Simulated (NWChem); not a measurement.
System: GeSiH5OCl; SMILES [Si@H]([GeH3])(Cl)O

Input file for NWChem:

```
start job
memory heap 200 mb stack 900 mb global 1100 mb
geometry units angstroms noautoz
  O     -1.925542     1.088323    -0.314390
  Si    -0.497341     0.707426     0.437569
  Cl     1.035788     1.956584    -0.212791
  Ge     0.199315    -1.516430    -0.050802
  H     -1.975747     0.945925    -1.264733
  H     -0.725155     0.975465     1.879243
  H     -0.835937    -2.540608     0.449904
  H      1.559537    -1.821647     0.597692
  H      0.335072    -1.674006    -1.577445
end
basis spherical
  O library 6-31g*
  Si library 6-31g*
  Cl library 6-31g*
  Ge library 6-31g*
  H library 6-31g*
end
dft
  xc xpbe96 cpbe96
  iterations 150
  mulliken
end
task dft energy
```

All runs use the structure optimised with PBE0/def2-SVP.

Task: Give the results of this calculation. (PBE/6-31G* (spherical d).) Quantities: energy (Ha); highest occupied level (eV); orbital gap (eV); dipole (D).

Result: 
- energy (Ha): -2903.94
- highest occupied level (eV): -6.71
- orbital gap (eV): 5.83
- dipole (D): 1.71
